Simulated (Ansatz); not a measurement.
`N#[C][AlH][OH]` + HCl → `[OH][AlH][Cl]` + `C#N` at 400 K and 1 bar (ligand exchange at the Al–C bond).

Isolated molecules relaxed with PBE0-D4/def2-TZVP in Ansatz; ΔE leaves out vibrations. CCSD(T)/CBS adds triple-zeta CCSD(T) − MP2 to the extrapolated MP2 energy (def2 sets, frozen cores). This one scheme is used for every species. One conformer a species, not always the lowest.

| species | CCSD(T)/CBS energy (Eh) | H − E (kJ/mol) | S (J/(mol·K)) |
| --- | --- | --- | --- |
| `N#[C][AlH][OH]` | -411.19791 | 100.8 | 331.4 |
| HCl | -460.38127 | 29.6 | 195.4 |
| `[OH][AlH][Cl]` | -778.29577 | 79.8 | 310.0 |
| `C#N` | -93.32098 | 56.1 | 211.9 |

H − E and S are ideal-gas, rigid-rotor, harmonic terms from PBE0-D4/def2-TZVP, for one conformer and one mirror image of each species. 1 Eh = 2625.50 kJ/mol, R = 8.31446 J/(mol·K).

Q: By hand: ΔE, ΔH, ΔS and ΔG.

A: ΔE = (-778.29577) + (-93.32098) − (-411.19791) − (-460.38127) = -0.03757 Eh = -98.6 kJ/mol. Δ(H − E) = 79.8 + 56.1 − 100.8 − 29.6 = 5.5, so ΔH = -93.1 kJ/mol. ΔS = 310.0 + 211.9 − 331.4 − 195.4 = -4.9 J/(mol·K). ΔG = -93.1 − 400 × (-4.9)/1000 = -91.1 kJ/mol.

Q: By hand: the equilibrium constant, and the temperature at which ΔG would vanish if ΔH and ΔS stayed fixed.

A: log₁₀ K = −ΔG/(RT ln 10) = 11.9. ΔG = 0 at ΔH/ΔS = 19000 K, far beyond where these terms or the molecules hold.

The number of gas molecules stays the same, so ΔS is small and ΔH decides. A doubt of 5 kJ/mol in ΔE shifts log₁₀ K by 0.7 here. Other conformers and mirror images would add mixing entropy, several J/(mol·K) or more a flexible species. These are equilibria of isolated gas molecules and say nothing of rates. Largest T1 diagnostic: 0.014 (customary marks: 0.02 for closed shells, 0.045 for open ones).
